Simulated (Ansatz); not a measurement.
Ansatz (a first-principles code) input file for B(Cl)(Me)(SH) (CH₄BClS), SMILES CB(S)Cl, B3LYP-D3(BJ)/def2-SVP. 

Ansatz 0.2 input:
```yaml
crystal:
  periodic: [false, false, false]
  atoms:
    - {symbol: B, position_ang: [0.03931149, 0.28693571, -0.09125977]}
    - {symbol: Cl, position_ang: [-1.54005318, -0.31752367, -0.39784995]}
    - {symbol: C, position_ang: [0.45745983, 1.74595489, -0.54186601]}
    - {symbol: H, position_ang: [1.11377076, 1.70411532, -1.41192656]}
    - {symbol: H, position_ang: [1.00859040, 2.27704743, 0.23277926]}
    - {symbol: H, position_ang: [-0.39818358, 2.35594068, -0.81958252]}
    - {symbol: S, position_ang: [1.20475510, -0.80492354, 0.73236884]}
    - {symbol: H, position_ang: [2.23932829, 0.02916760, 0.75177226]}
basis:
  gaussian:
    orbitals: def2-SVP
hamiltonian:
  xc: b3lyp
  dispersion: d3bj
relax: {f_tol: 0.002, max_steps: 200}
```

It prints:

```
WARN ansatz: RAYON_NUM_THREADS=1 ignored (pool sized by the plan → 1); use --threads N
Functional definition: B3LYP
integrals: 0.03 GiB planned
893 factors; integrals over basis functions are off by at most 2.9e-4 eV
mean field: 0.29 GiB planned
mean field evaluation 1: about -25126.1463 eV, gradient 4.5e1 eV
mean field evaluation 2: about -25123.7862 eV, gradient 5.2e1 eV
mean field evaluation 4: about -25131.1495 eV, gradient 2.5e0 eV
mean field evaluation 8: about -25131.1964 eV, gradient 6.8e-2 eV
mean field evaluation 16: about -25131.1964 eV, gradient 2.3e-5 eV
mean field -25131.19638394 eV, -923.5544325729 hartree, gradient 2.3e-5 eV, S^2 0.000000; 0 other end points of the search recorded, 0 dependent functions left out
the calculation of the forces begins
reference -25131.19659916 eV, -923.5544404821 hartree; 24, 24 occupied and 60, 60 virtual orbitals, 893 factors
relax step   1: F+E_penalty+E_count = -25131.53452701 eV  Δ(F+E_penalty+E_count) = +0.000e0 eV  max|allowed force component| = 1.225e0 eV/Å  Δτ_max = 0.0000 Å  (25 SCF iters, accepted)
these checks for a lower state are left out or cut short: starts, cluster_reference, orbital_swaps, neighbouring_geometries, increment
integrals: 0.03 GiB planned
893 factors; integrals over basis functions are off by at most 3.1e-4 eV
mean field: 0.29 GiB planned
mean field -25131.24261467 eV, -923.5561315211 hartree, gradient 2.6e-5 eV, S^2 0.000000; 0 other end points of the search recorded, 0 dependent functions left out
the calculation of the forces begins
reference -25131.24283026 eV, -923.5561394439 hartree; 24, 24 occupied and 60, 60 virtual orbitals, 893 factors
relax step   2: F+E_penalty+E_count = -25131.57945572 eV  Δ(F+E_penalty+E_count) = -4.493e-2 eV  max|allowed force component| = 6.998e-1 eV/Å  Δτ_max = 0.0189 Å  (29 SCF iters, accepted)
these checks for a lower state are left out or cut short: starts, cluster_reference, orbital_swaps, neighbouring_geometries, increment
integrals: 0.03 GiB planned
893 factors; integrals over basis functions are off by at most 3.4e-4 eV
mean field: 0.29 GiB planned
mean field -25131.25990758 eV, -923.5567670238 hartree, gradient 2.6e-5 eV, S^2 0.000000; 0 other end points of the search recorded, 0 dependent functions left out
the calculation of the forces begins
reference -25131.26012400 eV, -923.5567749770 hartree; 24, 24 occupied and 60, 60 virtual orbitals, 893 factors
relax step   3: F+E_penalty+E_count = -25131.59486783 eV  Δ(F+E_penalty+E_count) = -1.541e-2 eV  max|allowed force component| = 1.327e-1 eV/Å  Δτ_max = 0.0276 Å  (29 SCF iters, accepted)
these checks for a lower state are left out or cut short: starts, cluster_reference, orbital_swaps, neighbouring_geometries, increment
integrals: 0.03 GiB planned
893 factors; integrals over basis functions are off by at most 3.4e-4 eV
mean field: 0.29 GiB planned
mean field evaluation 32: about -25131.2267 eV, gradient 3.1e-2 eV
mean field -25131.25619686 eV, -923.5566306573 hartree, gradient 2.6e-5 eV, S^2 0.000000; 0 other end points of the search recorded, 0 dependent functions left out
the calculation of the forces begins
reference -25131.25641290 eV, -923.5566385966 hartree; 24, 24 occupied and 60, 60 virtual orbitals, 893 factors
relax step   4: F+E_penalty+E_count = -25131.59094221 eV  Δ(F+E_penalty+E_count) = +3.926e-3 eV  max|allowed force component| = 2.452e-1 eV/Å  Δτ_max = 0.0411 Å  (28 SCF iters, rejected (line search))
these checks for a lower state are left out or cut short: starts, cluster_reference, orbital_swaps, neighbouring_geometries, increment
integrals: 0.03 GiB planned
893 factors; integrals over basis functions are off by at most 3.4e-4 eV
mean field: 0.29 GiB planned
mean field -25131.26147113 eV, -923.5568244833 hartree, gradient 2.7e-5 eV, S^2 0.000000; 0 other end points of the search recorded, 0 dependent functions left out
the calculation of the forces begins
reference -25131.26168723 eV, -923.5568324249 hartree; 24, 24 occupied and 60, 60 virtual orbitals, 893 factors
relax step   5: F+E_penalty+E_count = -25131.59644710 eV  Δ(F+E_penalty+E_count) = -1.579e-3 eV  max|allowed force component| = 5.045e-2 eV/Å  Δτ_max = 0.0179 Å  (29 SCF iters, accepted)
these checks for a lower state are left out or cut short: starts, cluster_reference, orbital_swaps, neighbouring_geometries, increment
integrals: 0.03 GiB planned
893 factors; integrals over basis functions are off by at most 3.3e-4 eV
[...]
relax step  17: F+E_penalty+E_count = -25131.60979301 eV  Δ(F+E_penalty+E_count) = -3.259e-4 eV  max|allowed force component| = 1.240e-2 eV/Å  Δτ_max = 0.0155 Å  (22 SCF iters, accepted)
these checks for a lower state are left out or cut short: starts, cluster_reference, orbital_swaps, neighbouring_geometries, increment
integrals: 0.03 GiB planned
893 factors; integrals over basis functions are off by at most 3.4e-4 eV
mean field: 0.29 GiB planned
mean field evaluation 128: about -25131.2318 eV, gradient 1.9e0 eV
mean field -25131.27574395 eV, -923.5573489995 hartree, gradient 6.7e-6 eV, S^2 0.000000; 0 other end points of the search recorded, 0 dependent functions left out
the calculation of the forces begins
reference -25131.27595913 eV, -923.5573569073 hartree; 24, 24 occupied and 60, 60 virtual orbitals, 893 factors
relax step  18: F+E_penalty+E_count = -25131.61028776 eV  Δ(F+E_penalty+E_count) = -4.948e-4 eV  max|allowed force component| = 3.173e-2 eV/Å  Δτ_max = 0.0488 Å  (29 SCF iters, accepted)
these checks for a lower state are left out or cut short: starts, cluster_reference, orbital_swaps, neighbouring_geometries, increment
integrals: 0.03 GiB planned
893 factors; integrals over basis functions are off by at most 3.6e-4 eV
mean field: 0.29 GiB planned
mean field -25131.27586322 eV, -923.5573533827 hartree, gradient 6.8e-6 eV, S^2 0.000000; 0 other end points of the search recorded, 0 dependent functions left out
the calculation of the forces begins
reference -25131.27607819 eV, -923.5573612828 hartree; 24, 24 occupied and 60, 60 virtual orbitals, 893 factors
relax step  19: F+E_penalty+E_count = -25131.61038254 eV  Δ(F+E_penalty+E_count) = -9.477e-5 eV  max|allowed force component| = 8.409e-2 eV/Å  Δτ_max = 0.0471 Å  (29 SCF iters, accepted)
these checks for a lower state are left out or cut short: starts, cluster_reference, orbital_swaps, neighbouring_geometries, increment
integrals: 0.03 GiB planned
893 factors; integrals over basis functions are off by at most 3.5e-4 eV
mean field: 0.29 GiB planned
mean field -25131.27604023 eV, -923.5573598876 hartree, gradient 1.4e-5 eV, S^2 0.000000; 0 other end points of the search recorded, 0 dependent functions left out
the calculation of the forces begins
reference -25131.27625522 eV, -923.5573677883 hartree; 24, 24 occupied and 60, 60 virtual orbitals, 893 factors
relax step  20: F+E_penalty+E_count = -25131.61057789 eV  Δ(F+E_penalty+E_count) = -1.954e-4 eV  max|allowed force component| = 3.088e-2 eV/Å  Δτ_max = 0.0058 Å  (22 SCF iters, accepted)
these checks for a lower state are left out or cut short: starts, cluster_reference, orbital_swaps, neighbouring_geometries, increment
integrals: 0.03 GiB planned
893 factors; integrals over basis functions are off by at most 3.5e-4 eV
mean field: 0.29 GiB planned
mean field -25131.27610123 eV, -923.5573621294 hartree, gradient 1.1e-5 eV, S^2 0.000000; 0 other end points of the search recorded, 0 dependent functions left out
the calculation of the forces begins
reference -25131.27631619 eV, -923.5573700291 hartree; 24, 24 occupied and 60, 60 virtual orbitals, 893 factors
relax step  21: F+E_penalty+E_count = -25131.61064342 eV  Δ(F+E_penalty+E_count) = -6.552e-5 eV  max|allowed force component| = 1.030e-3 eV/Å  Δτ_max = 0.0084 Å  (23 SCF iters, accepted)
these checks for a lower state are left out or cut short: starts, cluster_reference, orbital_swaps, neighbouring_geometries, increment
integrals: 0.03 GiB planned
893 factors; integrals over basis functions are off by at most 3.6e-4 eV
mean field: 0.29 GiB planned
mean field evaluation 160: about -25131.2761 eV, gradient 6.8e-6 eV
mean field -25131.27612576 eV, -923.5573630309 hartree, gradient 6.8e-6 eV, S^2 0.000000; 0 other end points of the search recorded, 0 dependent functions left out
the calculation of the forces begins
reference -25131.27634068 eV, -923.5573709289 hartree; 24, 24 occupied and 60, 60 virtual orbitals, 893 factors
relax step  22: F+E_penalty+E_count = -25131.61066479 eV  Δ(F+E_penalty+E_count) = -2.138e-5 eV  max|allowed force component| = 1.064e-2 eV/Å  Δτ_max = 0.0154 Å  (30 SCF iters, accepted)
these checks for a lower state are left out or cut short: starts, cluster_reference, orbital_swaps, neighbouring_geometries, increment
integrals: 0.03 GiB planned
893 factors; integrals over basis functions are off by at most 3.6e-4 eV
mean field: 0.29 GiB planned
mean field -25131.27610942 eV, -923.5573624303 hartree, gradient 6.8e-6 eV, S^2 0.000000; 0 other end points of the search recorded, 0 dependent functions left out
the calculation of the forces begins
reference -25131.27632431 eV, -923.5573703276 hartree; 24, 24 occupied and 60, 60 virtual orbitals, 893 factors
relax step  23: F+E_penalty+E_count = -25131.61062366 eV  Δ(F+E_penalty+E_count) = +4.114e-5 eV  max|allowed force component| = 1.944e-2 eV/Å  Δτ_max = 0.0211 Å  (30 SCF iters, rejected (line search))
these checks for a lower state are left out or cut short: starts, cluster_reference, orbital_swaps, neighbouring_geometries, increment
integrals: 0.03 GiB planned
893 factors; integrals over basis functions are off by at most 3.6e-4 eV
mean field: 0.29 GiB planned
mean field -25131.27614794 eV, -923.5573638461 hartree, gradient 9.7e-6 eV, S^2 0.000000; 0 other end points of the search recorded, 0 dependent functions left out
the calculation of the forces begins
reference -25131.27636284 eV, -923.5573717435 hartree; 24, 24 occupied and 60, 60 virtual orbitals, 893 factors
relax step  24: F+E_penalty+E_count = -25131.61067990 eV  Δ(F+E_penalty+E_count) = -1.511e-5 eV  max|allowed force component| = 2.242e-3 eV/Å  Δτ_max = 0.0076 Å  (22 SCF iters, accepted)
these checks for a lower state are left out or cut short: starts, cluster_reference, orbital_swaps, neighbouring_geometries, increment
integrals: 0.03 GiB planned
893 factors; integrals over basis functions are off by at most 3.6e-4 eV
mean field: 0.29 GiB planned
mean field -25131.27614789 eV, -923.5573638443 hartree, gradient 3.7e-5 eV, S^2 0.000000; 0 other end points of the search recorded, 0 dependent functions left out
the calculation of the forces begins
reference -25131.27636279 eV, -923.5573717415 hartree; 24, 24 occupied and 60, 60 virtual orbitals, 893 factors
relax step  25: F+E_penalty+E_count = -25131.61068021 eV  Δ(F+E_penalty+E_count) = -3.064e-7 eV  max|allowed force component| = 1.407e-3 eV/Å  Δτ_max = 0.0011 Å  (18 SCF iters, accepted)
integrals: 0.03 GiB planned
893 factors; integrals over basis functions are off by at most 3.6e-4 eV
mean field: 0.29 GiB planned
mean field evaluation 192: about -25131.2761 eV, gradient 2.4e-4 eV
mean field -25131.27614789 eV, -923.5573638443 hartree, gradient 3.7e-5 eV, S^2 0.000000; 1 other end points of the search recorded, 0 dependent functions left out
the calculation of the forces begins
reference -25131.27636279 eV, -923.5573717415 hartree; 24, 24 occupied and 60, 60 virtual orbitals, 893 factors
Total energy: -25131.61089510 eV, -923.5696655773 hartree
Atom 0 at     0.125739     0.282797    -0.155797 Å, force    -0.000563     0.001311    -0.000992 eV/Å
Atom 1 at    -1.381735    -0.445010    -0.754869 Å, force     0.000338     0.000071     0.000107 eV/Å
Atom 2 at     0.489532     1.746541    -0.576456 Å, force    -0.000723     0.000741     0.001009 eV/Å
Atom 3 at     0.538407     1.813547    -1.677314 Å, force    -0.000186    -0.000284     0.000502 eV/Å
Atom 4 at     1.438026     2.117608    -0.161787 Å, force    -0.000626    -0.000177    -0.000394 eV/Å
Atom 5 at    -0.319461     2.431525    -0.267876 Å, force     0.001407    -0.001204    -0.000623 eV/Å
Atom 6 at     1.116192    -0.776006     0.912510 Å, force    -0.000433    -0.001165     0.000174 eV/Å
Atom 7 at     2.118279     0.105711     1.136025 Å, force     0.000785     0.000707     0.000217 eV/Å
Dipole moment:     0.281874     0.316124     0.033043 e Å
```

Self-consistency was reached.
